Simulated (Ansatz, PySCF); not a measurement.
Molecule: GeHBr2, charge 0, multiplicity 2. SMILES: [Br][GeH][Br]
Geometry from a B3LYP-D3(BJ)/def2-TZVP (Ansatz, a program for electronic structure) optimisation:
```
Ge
H 1 1.5628
Br 1 2.3362 2 106.58
Br 1 2.3362 2 106.58 3 -116.78
```
Charge 0, spin multiplicity 2.

Quantity: atomisation energy, in kcal/mol. Set-up: no dispersion term unless named; atomisation electronic, to ground-state atoms; spin-orbit terms left out; LANL2DZ with its own core potentials from Na on; valence correlation only (noble-gas shells and the d and f shells of earlier blocks); 6-31G* and kin with 6d, 5d where marked; non-relativistic; open shells spin-unrestricted. First-principles rows: single points at B3LYP-D3(BJ) geometries (Ansatz).

```
level                                  program  atomisation energy (kcal/mol)
-------------------------------------  -------  -----------------------------
HF/3-21G                                Ansatz                          123.9
HF/6-31G*                               Ansatz                          140.6
PBE/6-31G*                              Ansatz                          209.5
PBE/def2-SVP                            Ansatz                          212.9
BP86/6-31G* with LANL2DZ past Ar (5d)    PySCF                          185.6
B3LYP/LANL2DZ                           Ansatz                          172.4
B3LYP/6-31G**                           Ansatz                          199.3
B3LYP/6-31G* with LANL2DZ past Ar       Ansatz                          171.4
MP2/3-21G                               Ansatz                          154.5
MP2/6-31G*                              Ansatz                          184.1
PBE/def2-TZVPD                          Ansatz                          213.4
```

No value to compare with is used here. The 10 habitual levels span 123.9 (HF/3-21G) to 212.9 kcal/mol (PBE/def2-SVP); PBE/def2-TZVPD gives 213.4.

The levels are drawn from those run, B3LYP/6-31G* more often than the rest, none by its result; left out are runs that failed, that the program found above a lower state of the same kind, or whose <S^2> lies over 0.5 above the pure value.
